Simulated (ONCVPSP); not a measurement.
# Which change was made? (O, ONCV)

```
Element                 : O
Generator               : ONCVPSP 4.0.1
Type                    : optimised norm-conserving Vanderbilt (ONCV)
Functional              : PBE
Relativity              : non-relativistic
Frozen core             : [He]
Valence charge          : 6
Reference configuration : 2s2 2p3.5 (charge +0.5)
Partial waves           : 2s: rc 0.95 bohr, ncon 4, nbas 7, qcut 6.6 1/bohr, 1 projector; 2p: rc 2.10 bohr, ncon 4, nbas 8, qcut 8.4 1/bohr, 2 projectors, debl 0.6 Ha
Local potential         : polynomial inside 0.65 bohr (lpopt 4, dvloc0 3 Ha)
Core correction         : Teter function, fcfact 5.25, rcfact 1.45
```

Cutoffs, loose and tight: the cutoffs (Ha) at which the residual kinetic energy of the hardest occupied pseudo-wave falls to 1 and 0.1 mHa per electron. They do not see the model core or the augmentation charge, which bear on the density cutoff. Test errors are all-electron minus pseudo excitation energies from the reference, over the configurations 2s2 2p4; 2s2 2p3; 2s2 2p2; 2s1 2p4; variants that change the core or the reference have their own tests.

The base gives: outcome: generated; cutoff, loose: 101 Ha; cutoff, tight: 133 Ha; bound ghosts: none; GHOST(+) flags above zero: none; largest test error (meV): +490.

After one change the result is: outcome: generated; cutoff, loose: 101 Ha; cutoff, tight: 133 Ha; bound ghosts: none; GHOST(+) flags above zero: none; largest test error (meV): +205. Which change was it?
A. p: rc 1.88
B. p: rc 1.52
C. p: rc 2.5
D. p: rc 2.84

B. The others give: p: rc 1.88 → outcome: generated; cutoff, loose: 101 Ha; cutoff, tight: 133 Ha; bound ghosts: none; GHOST(+) flags above zero: none; largest test error (meV): +370 | p: rc 2.84 → outcome: generated; cutoff, loose: 101 Ha; cutoff, tight: 133 Ha; bound ghosts: none; GHOST(+) flags above zero: none; largest test error (meV): +1031 | p: rc 2.5 → outcome: generated; cutoff, loose: 101 Ha; cutoff, tight: 133 Ha; bound ghosts: none; GHOST(+) flags above zero: none; largest test error (meV): +724.
